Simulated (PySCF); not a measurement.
PySCF 2.14 output of an unrestricted TPSSh calculation on a single atom or ion in aug-cc-pV5Z (7s6p5d4f3g2h, 127 functions), with the non-relativistic Hamiltonian (point nucleus):

```
SCF conv_tol = 1e-09
number electrons alpha = 3  beta = 2
    V. N. Staroverov, G. E. Scuseria, J. Tao, and J. P. Perdew.,  J. Chem. Phys. 119, 12129 (2003)
cycle= 1 E= -71.2645536964905  delta_E= -0.00341  |g|= 0.0125  |ddm|= 0.29
cycle= 2 E= -71.2645883020545  delta_E= -3.46e-05  |g|= 0.00148  |ddm|= 0.00983
cycle= 3 E= -71.2645888242602  delta_E= -5.22e-07  |g|= 8.43e-05  |ddm|= 0.000823
cycle= 4 E= -71.2645888252319  delta_E= -9.72e-10  |g|= 5.24e-06  |ddm|= 0.000145
converged SCF energy = -71.2645888252319  <S^2> = 0.75153638  2S+1 = 2.0015358
```

The run itself started from symmetry-adapted Hartree-Fock orbitals and held the occupation by maximum overlap, on a logarithmic radial grid, so the iterations belong to that start.

**Question.** Which element, charge and spin multiplicity is this?

**Answer.** O³⁺ (oxygen, charge +3), multiplicity 2; the state was [He] 2s2 2p1, 2P determinant.
